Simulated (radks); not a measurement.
The numbers below are computed, except where a source is named.
Coulomb parameter of the 4f shell of the samarium ion Sm3+ in the model configuration [Xe] 4f4 6s1, as a second difference U = [E(n + 0.5) + E(n - 0.5) - 2 E(n)] / (0.5)^2 with all orbitals relaxed. "Bare": the charge of the atom changes with n. "Screened": the 6s shell takes up the change at fixed total charge, which measures U(4f,4f) + U(6s,6s) - 2 U(4f,6s). Level of theory: scalar-relativistic Kohn-Sham, PBEsol, spin-unpolarised, spherical densities, point nucleus (a radial shooting solver on a logarithmic mesh with Libxc functionals).

| case | configuration | E - E(n) (eV) |
|---|---|---|
| start | [Xe] 4f4 6s1 | 0.000 |
| bare +0.5 | [Xe] 4f4.5 6s1 | -18.898 |
| bare -0.5 | [Xe] 4f3.5 6s1 | 23.822 |
| screened +0.5 | [Xe] 4f4.5 6s0.5 | -8.166 |
| screened -0.5 | [Xe] 4f3.5 6s1.5 | 10.239 |

U(bare) = 19.698 eV, U(screened by 6s) = 8.294 eV, against the Slater integral F0(4f,4f) = 29.547 eV with frozen orbitals.
